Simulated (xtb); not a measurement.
AlCl4, charge -1, singlet, geometry from GFN2-xTB (such geometries of metal compounds can be far from the true shape); GFN0-xTB in xtb 6.7.1.

The xtb input:
```
$ xtb mol.xyz --gfn 0 --chrg -1 --etemp 10 --json

# file mol.xyz
5

Cl    -1.65839443    -0.37089430    -1.25730454
Al     0.00000000     0.00000000     0.00000000
Cl     0.00812152     2.03452580     0.57383638
Cl     1.78590719    -0.44613033    -1.03930391
Cl    -0.13563427    -1.21750117     1.72277208
```

Predict the main parts of the log of this xtb run.


```
   ID    Z sym.   atoms
    1   17 Cl     1, 3-5
    2   13 Al     2

           -------------------------------------------------
          |                Calculation Setup                |
           -------------------------------------------------

           -------------------------------------------------
          |                 G F N 0 - x T B                 |
           -------------------------------------------------

          ...................................................
          :                      SETUP                      :
          :.................................................:
          :  # basis functions                  50          :
          :  # atomic orbitals                  45          :
          :  # shells                           15          :
          :  # electrons                        32          :
          :  electronic temp.           10.0000000     K    :
          :  accuracy                    1.0000000          :
          :  -> integral cutoff          0.2500000E+02      :
          :  -> integral neglect         0.1000000E-07      :
          ...................................................

         :::::::::::::::::::::::::::::::::::::::::::::::::::::
         ::                     SUMMARY                     ::
         :::::::::::::::::::::::::::::::::::::::::::::::::::::
         :: total energy             -20.073471898880 Eh    ::
         :: gradient norm              0.031859423841 Eh/a0 ::
         :: HOMO-LUMO gap              8.378491175408 eV    ::
         ::.................................................::
         :: H0 energy                -18.824684519949 Eh    ::
         :: repulsion energy           0.026399609628 Eh    ::
         :: electrostat energy        -1.272933827001 Eh    ::
         :: -> Gsolv                   0.000000000000 Eh    ::
         ::    -> Gsasa                0.000000000000 Eh    ::
         ::    -> Gshift               0.000000000000 Eh    ::
         :: dispersion energy         -0.002253161558 Eh    ::
         :: short-range corr.          0.000000000000 Eh    ::
         :: add. restraining           0.000000000000 Eh    ::
         :: total charge              -1.000000000000 e     ::
         :::::::::::::::::::::::::::::::::::::::::::::::::::::

           -------------------------------------------------
          |                Property Printout                |
[...]
        21                         -0.0779711              -2.1217
        22                         -0.0779711              -2.1217
        23                         -0.0646125              -1.7582
        24                         -0.0646125              -1.7582
        25                         -0.0646125              -1.7582
        26                         -0.0620249              -1.6878
        27                         -0.0620249              -1.6878
       ...                                ...                  ...
        45                          1.1854773              32.2585
      -------------------------------------------------------------
                  HL-Gap            0.3079039 Eh            8.3785 eV
             Fermi-level            0.0000000 Eh            0.0000 eV

     #   Z          covCN         q      C6AA      α(0)
     1  17 Cl       0.769    -0.341   107.914    15.878
     2  13 Al       3.069     0.365   137.494    22.834
     3  17 Cl       0.769    -0.341   107.914    15.878
     4  17 Cl       0.769    -0.341   107.914    15.878
     5  17 Cl       0.769    -0.341   107.914    15.878

 Mol. C6AA /au·bohr⁶  :       2807.799100
 Mol. C8AA /au·bohr⁸  :     144893.174075
 Mol. α(0) /au        :         86.346585

Wiberg/Mayer (AO) data.
largest (>0.10) Wiberg bond orders for each atom

 ---------------------------------------------------------------------------
     #   Z sym  total        # sym  WBO       # sym  WBO       # sym  WBO
 ---------------------------------------------------------------------------
     1  17 Cl   0.787 --     2 Al   0.717
     2  13 Al   2.868 --     1 Cl   0.717     4 Cl   0.717     3 Cl   0.717
                             5 Cl   0.717
     3  17 Cl   0.787 --     2 Al   0.717
     4  17 Cl   0.787 --     2 Al   0.717
     5  17 Cl   0.787 --     2 Al   0.717
 ---------------------------------------------------------------------------

Topologies differ in total number of bonds
Writing topology from bond orders to xtbtopo.mol

 dipole moment from electron density (au)
     X       Y       Z
  -0.0000   0.0000  -0.0000  total (Debye):    0.000

           -------------------------------------------------
          | TOTAL ENERGY              -20.073471898880 Eh   |
          | GRADIENT NORM               0.031859423841 Eh/α |
          | HOMO-LUMO GAP               8.378491175408 eV   |
           -------------------------------------------------

normal termination of xtb
```
